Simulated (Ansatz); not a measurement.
Consider the ligand exchange at a Ge–C bond: `N=[C](F)[GeH3]` + `O[SiH](Cl)Cl` → `Cl[SiH](Cl)[O][GeH3]` + `N=CF`.

Gas-phase electronic energies from Ansatz, PBE0-D4/def2-TZVP geometries. CCSD(T)/CBS adds triple-zeta CCSD(T) − MP2 to the extrapolated MP2 energy (def2 sets, frozen cores). This one scheme is used for every species. DFT in def2-TZVPP. For Ge outer-core shells are correlated without core-valence functions, which leaves a few kJ/mol of doubt a bond. Scalar relativity is left out up to krypton. Each species was taken in one conformer, which may not be the lowest.

Question: Is it downhill or uphill in electronic energy at CCSD(T)/CBS, and by how much? (Best estimate.)

Answer: Computed: Downhill: ΔE = -0.63 eV.

Question: What do these levels give: LDA (SPW92), PBE, revPBE, BHLYP, MP2/def2-SVP, HF/def2-TZVPP, MP2/def2-TZVPP, SCS-MP2/def2-TZVPP, CCSD(T)/def2-TZVPP, HF/def2-QZVPP, MP2/def2-QZVPP, CCSD/CBS(def2)? (An estimate is asked.)

Answer: The calculation gave: LDA (SPW92) -0.44, PBE -0.47, revPBE -0.47, BHLYP -0.70, MP2/def2-SVP -0.77, HF/def2-TZVPP -0.85, MP2/def2-TZVPP -0.67, SCS-MP2/def2-TZVPP -0.72, CCSD(T)/def2-TZVPP -0.65, HF/def2-QZVPP -0.87, MP2/def2-QZVPP -0.66, CCSD/CBS(def2) -0.65 eV.

Largest T1 diagnostic among the species: 0.013.

From r2SCAN to r2SCAN0 (25 % exact exchange), in def2-TZVPP and without D4, ΔE moves by −0.04 eV. In def2-TZVPP, CCSD(T) changes the Hartree–Fock value by +0.20 eV (the triples alone add +0.03 eV) and MP2 by +0.18 eV. Leaving LDA and LC-ωPBE aside and taking each functional with its dispersion term where it has one, the values, not all of them listed here, spread over 0.25 eV, from BHLYP-D4 to PBE-D4. LDA lies +0.03 eV from PBE without D4.
